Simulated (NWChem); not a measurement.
# bromine (Br₂); SMILES BrBr

```xyz
2

Br     0.0000     0.0000     1.1492
Br     0.0000     0.0000    -1.1492
```
Atoms are numbered in this order, from 1.

Program: NWChem. Pople sets run with spherical d functions. Geometry: optimised at PBE0/def2-SVP. GIAO values for the isolated, static molecule; σ is the absolute isotropic shielding. Spin-orbit effects, on the heavy nuclei and on their neighbours, are missing.

```
level                                 σ Br1 (ppm)
------------------------------------  -----------
LDA (Slater exchange, VWN5)/pcSseg-1       1583.5
Hartree-Fock/6-31G*                        2168.3
PBE0/pcSseg-1                                   ?
```

**Question.** Fill in the missing entries.

**Answer.** 
- PBE0/pcSseg-1, σ Br1 (ppm): 1777.0
